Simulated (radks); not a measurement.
Values are calculated unless marked as measured or tabulated.
Ionisation of the indium ion In2+, [Kr] 4d10 5s1, to [Kr] 4d10 as the strength of local exchange is varied. Code: a radial shooting solver on a logarithmic mesh with Libxc functionals. Model: Dirac Kohn-Sham, Slater X-alpha exchange (alpha = 2/3 is LDA exchange), no correlation, spin-unpolarised, spherical densities, finite nucleus; Fermi nuclear charge, rms radius 4.6156 fm.

alpha = 0.593: E(In2+) (hartree) -5855.86530; exchange (hartree) -132.64895; IE (eV) 26.763; -e of the level emptied (eV) 22.151 (5s1/2); <r> of it (bohr) 2.378
alpha = 0.635: E(In2+) (hartree) -5865.26771; exchange (hartree) -142.26708; IE (eV) 27.190; -e of the level emptied (eV) 22.573 (5s1/2); <r> of it (bohr) 2.360
alpha = 0.667: E(In2+) (hartree) -5872.44136; exchange (hartree) -149.61490; IE (eV) 27.517; -e of the level emptied (eV) 22.897 (5s1/2); <r> of it (bohr) 2.346
alpha = 0.743: E(In2+) (hartree) -5889.51307; exchange (hartree) -167.13434; IE (eV) 28.300; -e of the level emptied (eV) 23.674 (5s1/2); <r> of it (bohr) 2.315
alpha = 0.836: E(In2+) (hartree) -5910.46909; exchange (hartree) -188.70331; IE (eV) 29.268; -e of the level emptied (eV) 24.639 (5s1/2); <r> of it (bohr) 2.278
alpha = 0.874: E(In2+) (hartree) -5919.05253; exchange (hartree) -197.55779; IE (eV) 29.666; -e of the level emptied (eV) 25.037 (5s1/2); <r> of it (bohr) 2.263
alpha = 0.89: E(In2+) (hartree) -5922.67022; exchange (hartree) -201.29316; IE (eV) 29.835; -e of the level emptied (eV) 25.206 (5s1/2); <r> of it (bohr) 2.257
alpha = 1.024: E(In2+) (hartree) -5953.05211; exchange (hartree) -232.74358; IE (eV) 31.258; -e of the level emptied (eV) 26.635 (5s1/2); <r> of it (bohr) 2.206

NIST Atomic Spectra Database: 28.044 eV (measured). The Delta-SCF value meets it near alpha = 0.72. Spin polarisation and multiplet splitting are left out, so open shells lie too high by an amount that depends on their filling.

Beside tabulated values, note that spin-unpolarised runs miss the spin-polarisation part of the exchange energy of open shells.
